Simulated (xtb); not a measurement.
A run for xtb: GFN2-xTB on ZrSe, 2S+1 = 1, a spin state set in the input, which need not be the lowest, a point of a bond scan (R = 2.413 Å).

```
$ xtb mol.xyz --gfn 2 --sp --chrg 0 --uhf 0
2

Zr     0.00000000     0.00000000     0.00000000
Se     0.00000000     0.00000000     2.41345600
```

The head of its log:

```
[...]
           -------------------------------------------------
          |                Calculation Setup                |
           -------------------------------------------------



           -------------------------------------------------
          |                 G F N 2 - x T B                 |
           -------------------------------------------------

        Reference                      10.1021/acs.jctc.8b01176
      * Hamiltonian:
        H0-scaling (s, p, d)           1.850000    2.230000    2.230000
        zeta-weighting                 0.500000
      * Dispersion:
        s8                             2.700000
        a1                             0.520000
        a2                             5.000000
        s9                             5.000000
      * Repulsion:
        kExp                           1.500000    1.000000
        rExp                           1.000000
      * Coulomb:
        alpha                          2.000000
        third order                    shell-resolved
        anisotropic                    true
        a3                             3.000000
        a5                             4.000000
        cn-shift                       1.200000
        cn-exp                         4.000000
        max-rad                        5.000000


          ...................................................
          :                      SETUP                      :
          :.................................................:
          :  # basis functions                  20          :
          :  # atomic orbitals                  18          :
          :  # shells                            6          :
          :  # electrons                        10          :
          :  max. iterations                   250          :
          :  Hamiltonian                  GFN2-xTB          :
          :  restarted?                      false          :
          :  GBSA solvation                  false          :
          :  PC potential                    false          :
          :  electronic temp.          300.0000000     K    :
          :  accuracy                    1.0000000          :
          :  -> integral cutoff          0.2500000E+02      :
          :  -> integral neglect         0.1000000E-07      :
          :  -> SCF convergence          0.1000000E-05 Eh   :
          :  -> wf. convergence          0.1000000E-03 e    :
          :  Broyden damping             0.4000000          :
          :  net charge                          0          :
          :  unpaired electrons                  0          :
          ...................................................

 iter      E             dE          RMSdq      gap      omega  full diag
   1     -4.5135689 -0.451357E+01  0.612E+01    0.09       0.0  T
   2     -4.6124002 -0.988313E-01  0.145E+01    0.50       1.0  T
```

Question: Predict the final total energy.

Answer: -4.6300 hartree.
